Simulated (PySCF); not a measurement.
# Correlation energy of Ru (ruthenium, neutral)

[Kr] 4d6 5s1 5p1, one real determinant (an excited configuration). All numbers are calculated (PySCF 2.14, the spin-free X2C one-electron Hamiltonian (Gaussian nucleus), in x2c-TZVPPall with one added diffuse shell each of s, p, d, f type (9s7p7d3f1g, 95 functions)). Frozen: [Kr]; 8 electrons correlated.

MP2 pair energies summed by pair of shells (mhartree):

```json
{"pair": "4d-4d", "energy": "-105.27", "share (%)": "76.1"}
{"pair": "4d-5s", "energy": "-20.63", "share (%)": "14.9"}
{"pair": "4d-5p", "energy": "-10.67", "share (%)": "7.7"}
{"pair": "5s-5p", "energy": "-1.77", "share (%)": "1.3"}
```

Total MP2 correlation energy: -138.34 mhartree.

Same-spin part -85.85 and opposite-spin part -52.49 mhartree; SCS-MP2 scales them by 1/3 and 6/5 to -91.61 mhartree.

The reference is one real determinant that mixes LS terms of this configuration.
